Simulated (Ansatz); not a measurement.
AlH$_{2}$I (`[AlH2][I]`). Total charge 0; spin multiplicity 1. I takes the def2 core potential. All single points use the PBE0-D4/def2-TZVP geometry.

```xyz
4

Al    0.160    0.187   -0.047
I    -1.416   -1.659    0.419
H     1.611   -0.191   -0.536
H    -0.354    1.663    0.164
```

What is the dipole moment at B3LYP/def2-TZVPP? (Estimate.)

The calculation gave: 0.97 D, with components (0.62, 0.73, -0.18) D in this frame, pointing from negative to positive charge.

And with PBE, r2SCAN, ωB97M-V? (An estimate is asked.)

Ansatz gave: PBE 0.83 D, r2SCAN 0.92 D, ωB97M-V 1.09 D.

Give the Mulliken charges with B3LYP, r2SCAN, ωB97M-V in def2-TZVPP. (An estimate is asked.)

The calculation gave: 
| atom | B3LYP | r2SCAN | ωB97M-V |
| --- | --- | --- | --- |
| Al1 | 0.45 | 0.51 | 0.39 |
| I2 | -0.20 | -0.22 | -0.20 |
| H3 | -0.12 | -0.15 | -0.10 |
| H4 | -0.12 | -0.15 | -0.10 |

B3LYP here is the variant with VWN-RPA as its local correlation; programs differ in this.
